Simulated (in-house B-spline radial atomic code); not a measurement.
**BP86 excitations of the barium ion Ba²⁺**

Method: BP86. Computed with a B-spline radial code for spherical atoms: linear response of the closed shell [Kr] 4d10 5s2 5p6 with the functional's adiabatic kernel; scalar-relativistic (spin-free one-electron X2C), finite nucleus, no spin-orbit coupling, no double excitations, S, P, D and F terms only; shells from n = 3 respond. Only terms of natural parity with L up to 3 were computed.

Spin-orbit coupling is strong here, so these LS terms don't match observed levels.

Command:
```bash
python run_td.py task.json out
```
Settings (radii: box in bohr, nucleus in fm):
```
Z                        56
electrons                54
configuration            [Kr] 4d10 5s2 5p6
hamiltonian              x2c
method                   b88,p86
box_radius               29.48
rms_radius               4.8378
intervals                73
```

Run time, properties included: 4.6 s on 1 thread of Arm Neoverse N1, on a shared host.

The lowest states, in the order of their Tamm-Dancoff energies; the method's threshold (minus the highest occupied level) is 31.01 eV. Labels give the largest channel, * marks a mixed state, and oscillator strengths are full-response dipole values. Semilocal kernels can invert the small singlet-triplet splittings of Rydberg terms. Energies in eV:

```csv
state,full response,Tamm-Dancoff,oscillator strength
5p → 5d 3P,16.870,16.927,-
5p → 5d 3F,17.057,17.130,-
5p → 5d 1F,?,?,-
5p → 6s 3P,18.663,18.671,-
5p → 6s 1P,?,?,?
5p → 4f 3D,19.510,19.561,-
5p → 6p 3S,21.798,21.812,-
```

Q: Where does 5p → 5d 1F lie?

A: At 18.278 eV in full response, 18.297 eV in Tamm-Dancoff.

Q: Where does 5p → 6s 1P lie?

A: At 18.914 eV in full response, 18.929 eV in Tamm-Dancoff, oscillator strength 0.471.

Q: How large is the singlet-triplet splitting of 5p → 5d (F terms) in Tamm-Dancoff?

A: 1.17 eV, from the unrounded values.

Q: What polarisabilities and dispersion coefficient does the method give?

A: Dipole 10.76 bohr³, quadrupole 47.62 bohr⁵, C6 79.33 hartree·bohr⁶ for two such species.
